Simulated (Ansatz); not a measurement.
Calculated with Ansatz (gas phase, PBE0-D4/def2-TZVP geometries, no zero-point term in ΔE). CCSD(T)/CBS is the MP2 limit (def2-TZVPP, def2-QZVPP) plus CCSD(T) − MP2 in def2-TZVPP, frozen cores. DFT in def2-TZVPP. B3LYP here is the variant with VWN-RPA as its local correlation; programs differ in this. Each species was taken in one conformer, which may not be the lowest.

Reaction (cleavage of the Si–Si bond): `F[SiH](Cl)[SiH2][SiH3]` + `C=C(O)F` → `C=C(F)O[SiH3]` + `F[SiH]([SiH3])Cl`

`F[SiH](Cl)[SiH2][SiH3]`:

Z-matrix (Å, degrees):
```
Si
Cl 1 2.048
Si 1 2.337 2 110.6
F 1 1.598 2 107.8 3 -119.4
H 1 1.482 2 107.3 3 125.6
Si 3 2.340 1 110.0 2 -173.3
H 3 1.488 1 108.6 2 -51.5
H 3 1.489 1 107.3 2 66.4
H 6 1.486 3 109.6 1 62.9
H 6 1.487 3 110.5 1 -176.6
H 6 1.487 3 109.3 1 -56.6
```

`C=C(O)F`:

```xyz
7

C     1.022    0.279    0.108
C    -0.252    0.021   -0.120
O    -1.005   -0.873    0.522
F    -0.949    0.664   -1.064
H     1.530    1.029   -0.477
H     1.547   -0.263    0.879
H    -1.893   -0.856    0.151
```

`C=C(F)O[SiH3]`:

```xyz
10

C     0.168   -1.499   -1.508
C     0.283   -0.681   -0.477
F     1.295   -0.800    0.398
O    -0.526    0.319   -0.166
Si   -0.375    1.354    1.138
H     0.895   -2.281   -1.658
H    -0.655   -1.377   -2.194
H    -1.535    2.259    0.996
H     0.897    2.108    1.059
H    -0.447    0.600    2.412
```

`F[SiH]([SiH3])Cl`:

```xyz
8

F     0.416   -1.600   -1.531
Si    0.281   -0.073   -1.086
Si   -0.447    0.046    1.133
Cl    2.133    0.791   -1.228
H    -0.593    0.596   -2.078
H    -1.778   -0.601    1.269
H    -0.551    1.479    1.514
H     0.540   -0.638    2.008
```

```
  level  ΔE (kJ/mol)
ωB97X-V        -75.1
  B3LYP        -78.9
```

(1) What does CCSD(T)/CBS give? (Best estimate.)

Largest T1 diagnostic among the species: 0.012.

## Answers

(1) Computed: -76.4 kJ/mol. The listed levels differ from it by 1.3, -2.5 kJ/mol.

In def2-TZVPP, CCSD(T) changes the Hartree–Fock value by +23.6 kJ/mol (the triples alone add +3.1 kJ/mol) and MP2 by +17.0 kJ/mol. From PBE to PBE0 (25 % exact exchange), in def2-TZVPP and without D4, ΔE moves by −6.1 kJ/mol.
